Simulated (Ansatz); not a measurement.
`C[SiH2][CH2][GaH][SiH3]` + `BS` → `B[S][GaH][SiH3]` + `C[SiH2]C` at 500 K and 1 bar (ligand exchange at a Ga–C bond).

Computed with Ansatz on PBE0-D4/def2-TZVP structures; ΔE is electronic, products minus reactants. CBS: MP2 limit from def2 TZ/QZ plus the TZ coupled-cluster correction, frozen cores. This one scheme is used for every species. For Ga outer-core shells are correlated without core-valence functions, which leaves a few kJ/mol of doubt a bond. Scalar relativity is left out up to krypton. One conformer a species, not always the lowest.

```tsv
species	CCSD(T)/CBS energy (Eh)	H − E (kJ/mol)	S (J/(mol·K))
`C[SiH2][CH2][GaH][SiH3]`	-2584.83070	362.6	541.6
`BS`	-424.38198	102.0	273.9
`B[S][GaH][SiH3]`	-2639.22992	194.5	447.0
`C[SiH2]C`	-370.01595	276.5	354.4
```

H − E and S are ideal-gas, rigid-rotor, harmonic terms from PBE0-D4/def2-TZVP, for one conformer and one mirror image of each species. 1 Eh = 2625.50 kJ/mol, R = 8.31446 J/(mol·K).

Question: By hand: ΔE, ΔH, ΔS and ΔG.

Answer: ΔE = (-2639.22992) + (-370.01595) − (-2584.83070) − (-424.38198) = -0.03319 Eh = -87.1 kJ/mol. Δ(H − E) = 194.5 + 276.5 − 362.6 − 102.0 = 6.4, so ΔH = -80.7 kJ/mol. ΔS = 447.0 + 354.4 − 541.6 − 273.9 = -14.1 J/(mol·K). ΔG = -80.7 − 500 × (-14.1)/1000 = -73.7 kJ/mol.

Question: By hand: the equilibrium constant, and the temperature at which ΔG would vanish if ΔH and ΔS stayed fixed.

Answer: log₁₀ K = −ΔG/(RT ln 10) = 7.7. ΔG = 0 at ΔH/ΔS = 5723 K, far beyond where these terms or the molecules hold.

The number of gas molecules stays the same, so ΔS is small and ΔH decides. A doubt of 5 kJ/mol in ΔE shifts log₁₀ K by 0.5 here. Other conformers and mirror images would add mixing entropy, several J/(mol·K) or more a flexible species. Modes under 60 cm⁻¹, often nearly free rotors, make the harmonic entropy too high. These are equilibria of isolated gas molecules and say nothing of rates. Largest T1 diagnostic: 0.015 (customary marks: 0.02 for closed shells, 0.045 for open ones).
